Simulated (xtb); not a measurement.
C₂H₆ClGa, charge +1, doublet, at a GFN2-xTB geometry (such geometries of metal compounds can be far from the true shape) (a state made from the parent by changing its charge; the spin is typed, not shown lowest); GFN2-xTB (xtb).

xtb was given this input:
```
$ xtb mol.xyz --gfn 2 --chrg 1 --uhf 1 --acc 1000 --json

# file mol.xyz
10

Ga    -0.11318702     0.04469571    -0.08248336
C     -1.92172568    -0.98294550    -0.55503717
H     -1.85733445    -1.24248750    -1.61332384
H     -2.74321140    -0.29652337    -0.34397420
H     -1.91352618    -1.85857301     0.09676954
C     -0.37592146     1.89024885    -1.11933910
H     -0.66734654     1.64329702    -2.14141930
H      0.59865420     2.37779450    -1.05496299
H     -1.15677370     2.43270961    -0.58316277
Cl     1.47260108    -0.58150613     1.07313619
```

It wrote (shortened):

```
   ID    Z sym.   atoms
    1   31 Ga     1
    2    6 C      2, 6
    3    1 H      3-5, 7-9
    4   17 Cl     10

           -------------------------------------------------
          |                Calculation Setup                |
           -------------------------------------------------

           -------------------------------------------------
          |                 G F N 2 - x T B                 |
           -------------------------------------------------

          ...................................................
          :                      SETUP                      :
          :.................................................:
          :  # basis functions                  34          :
          :  # atomic orbitals                  32          :
          :  # shells                           16          :
          :  # electrons                        23          :
          :  max. iterations                   250          :
          :  Hamiltonian                  GFN2-xTB          :
          :  restarted?                      false          :
          :  GBSA solvation                  false          :
          :  PC potential                    false          :
          :  electronic temp.          300.0000000     K    :
          :  accuracy                 1000.0000000          :
          :  -> integral cutoff          0.2000000E+02      :
          :  -> integral neglect         0.1000000E-04      :
          :  -> SCF convergence          0.1000000E-02 Eh   :
          :  -> wf. convergence          0.1000000E+00 e    :
          :  Broyden damping             0.4000000          :
          :  net charge                          1          :
          :  unpaired electrons                  1          :
          ...................................................

 iter      E             dE          RMSdq      gap      omega  full diag
   1    -12.7295362 -0.127295E+02  0.129E+01    3.81       0.0  T
   2    -12.7284293  0.110683E-02  0.803E+00    3.97       1.0  T
   3    -12.6756690  0.527603E-01  0.443E+00    3.24       1.0  T
   4    -12.7306155 -0.549464E-01  0.166E+00    3.62       1.0  T
   5    -12.7405692 -0.995371E-02  0.630E-01    3.80       1.0  T
   6    -12.7418307 -0.126149E-02  0.297E-01    3.88       1.0  T
   7    -12.7420201 -0.189410E-03  0.136E-01    3.90       1.0  T
   8    -12.7420537 -0.336492E-04  0.103E-01    3.92       1.0  T

[...]
         :: total energy             -12.632351924926 Eh    ::
[...]
     6   6 C        3.594    -0.113    23.352     6.997
     7   1 H        0.924     0.160     1.323     1.799
     8   1 H        0.924     0.157     1.348     1.815
     9   1 H        0.924     0.157     1.345     1.814
    10  17 Cl       0.794     0.098    96.177    15.002

 Mol. C6AA /au·bohr⁶  :       1639.918106
 Mol. C8AA /au·bohr⁸  :      84284.836109
 Mol. α(0) /au        :         72.671466

Wiberg/Mayer (AO) data.
largest (>0.10) Wiberg bond orders for each atom

 ---------------------------------------------------------------------------
     #   Z sym  total        # sym  WBO       # sym  WBO       # sym  WBO
 ---------------------------------------------------------------------------
     1  31 Ga   3.202 --    10 Cl   1.438     2 C    0.712     6 C    0.712
     2   6 C    3.799 --     4 H    0.912     5 H    0.912     3 H    0.912
                             1 Ga   0.712    10 Cl   0.174     6 C    0.165
     3   1 H    0.975 --     2 C    0.912
     4   1 H    0.974 --     2 C    0.912
     5   1 H    0.975 --     2 C    0.912
     6   6 C    3.799 --     7 H    0.912     8 H    0.912     9 H    0.912
                             1 Ga   0.712    10 Cl   0.174     2 C    0.165
     7   1 H    0.974 --     6 C    0.912
     8   1 H    0.975 --     6 C    0.912
     9   1 H    0.975 --     6 C    0.912
    10  17 Cl   1.797 --     1 Ga   1.438     2 C    0.174     6 C    0.174
 ---------------------------------------------------------------------------

Topologies differ in total number of bonds
Writing topology from bond orders to xtbtopo.mol

molecular dipole:
                 x           y           z       tot (Debye)
 q only:       -1.591       0.629      -1.160
   full:       -1.287       0.509      -0.938       4.250
molecular quadrupole (traceless):
                xx          xy          yy          xz          yz          zz
 q only:        1.762       2.338       2.427       4.380      -4.080      -4.189
  q+dip:        2.760       1.444       1.530       6.079      -4.742      -4.290
   full:        1.318       1.654       1.737       3.270      -2.983      -3.055

           -------------------------------------------------
          | TOTAL ENERGY              -12.632351924926 Eh   |
          | GRADIENT NORM               0.001238439526 Eh/α |
          | HOMO-LUMO GAP               3.923518486275 eV   |
           -------------------------------------------------

normal termination of xtb
```
